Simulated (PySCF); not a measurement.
Isomers of C4H3N. All species are isolated molecules in the gas phase. Strings in code marks are SMILES.

The LUMO from two functionals at the same geometries (B3LYP-D3(BJ)/def2-TZVP), both in PySCF: PBE-D3(BJ)/def2-TZVP and M06-2X/def2-TZVP. 

```csv
species,PBE-D3(BJ)/def2-TZVP (eV),M06-2X/def2-TZVP (eV)
`C1c2c1c2=N`,-2.93,-0.82
`CC#CC#N`,-2.06,-0.16
`N#CC1=CC1`,-2.82,-0.92
`C#CN=C=C`,-2.32,-0.44
`C=C=CC#N`,-2.36,-0.49
`C=C=C=C=N`,-2.76,-1.02
```

Over these rows, drawn at random from the members with no instability flagged (it was tested for open shells, ions and some series alone), PBE minus M06-2X: mean -1.90 eV, from -2.11 eV to -1.74 eV.
